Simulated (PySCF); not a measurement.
**Dipole moment and polarisability of `CO/C=C1\CC\C1=C\SC(F)(F)F`**

Species: C₈H₉F₃OS.
Atom-mapped SMILES: `[CH3:1][O:2]/[CH:3]=[C:4]1\[CH2:5][CH2:6]\[C:7]1=[CH:8]\[S:9][C:10]([F:11])([F:12])[F:13]` (hydrogens: H14, H15, H16 on C1; H17 on C3; H18, H19 on C5; H20, H21 on C6; H22 on C8)

Geometry (PBE0-D3(BJ)/def2-SVP, Å), atoms numbered from 1 in this order:
```xyz
22
C8H9F3OS angstrom
C     -1.7163    2.6895    0.7340
O     -0.3708    2.5615    0.3406
C      0.0803    1.3788   -0.0657
C     -0.5612    0.1918   -0.1456
C     -1.9296   -0.3902    0.1959
C     -1.3677   -1.7830   -0.1916
C     -0.0619   -1.1141   -0.5779
C      1.0496   -1.6335   -1.1316
S      2.4360   -0.6538   -1.6060
C      3.4254   -0.7583   -0.0875
F      3.7146   -2.0103    0.2535
F      2.8156   -0.2019    0.9600
F      4.5641   -0.1053   -0.2955
H     -1.8731    3.7473    0.9786
H     -2.3999    2.4009   -0.0799
H     -1.9340    2.0793    1.6244
H      1.1292    1.4371   -0.3645
H     -2.2499   -0.2980    1.2440
H     -2.7524   -0.0527   -0.4528
H     -1.8875   -2.2976   -1.0137
H     -1.2682   -2.4825    0.6525
H      1.1007   -2.7012   -1.3627
```

Level: CAM-B3LYP/def2-SVPD (PySCF), static field, nuclei fixed, core orbitals frozen in the response. The polarisability tensor in these axes (au):

```
x   145.73 -11.74 -14.50
y   -11.74 137.08  14.05
z   -14.50  14.05  97.23
```

**Question.** What are the eigenvalues, a third of the trace, and Δα (Δα² = ½Σ(αi − αj)² over the three pairs)?

**Answer.** Principal values 90.68, 129.12 and 160.25 au; mean 126.68 au = 18.77 Å³ = 20.89 × 10⁻⁴⁰ C²·m²/J; Δα = 60.37 au (48 % of the mean).

**Question.** What is the dipole moment, and where does it point?

**Answer.** (-4.59, 0.30, 0.52) D, 4.63 D in size, pointing from the negative to the positive side. Measured along this direction, the outermost atoms are F13 at the negative end and H19 at the positive end.

**Question.** How large is μ²/3kT at 250 K beside α?

**Answer.** In Gaussian units μ²/3kT = 207.35 Å³ against 18.77 Å³, a ratio of 11.05; the Debye molar polarisation (4π/3)N_A(α + μ²/3kT) is 570.4 cm³/mol, leaving out the vibrational part.

**Question.** Along which axes do the principal values lie, and how far do the nuclei extend along each?

**Answer.** Largest value along (0.76, -0.57, -0.30), where the nuclei span 7.77 Å; middle along (0.61, 0.79, 0.07), 5.73 Å; least along (0.20, -0.24, 0.95), 2.65 Å. The response follows the extents in order.

**Question.** Form Σ f/ω² (atomic units) for the 10 lowest TDDFT singlets, given as eV and f, and set it beside the mean polarisability, which is this sum over all singlets: 4.51, 0.3282; 4.94, 0.0032; 5.91, 0.0062; 6.20, 0.0325; 6.35, 0.0064; 6.58, 0.1084; 6.69, 0.0033; 6.80, 0.0138; 6.85, 0.0523; 7.05, 0.0071.

**Answer.** They add up to 16.00 au, 12.6 % of the 126.68 au; the largest single term is 11.97 au, from the state at 4.51 eV. Terms in order: 11.97, 0.10, 0.13, 0.63, 0.12, 1.85, 0.05, 0.22, 0.82, 0.11 au. Higher excitations give the rest. The strengths listed sum to 0.561.

Geometry: PBE0-D3(BJ)/def2-SVP, one conformer, isolated molecule.

The run behind these numbers computed excited states as well. The run took 2.3 min wall, 5.0 min CPU on 2 threads of an Intel Xeon at 2.60 GHz (shared host), and the process peaked at 2.4 GiB of memory.
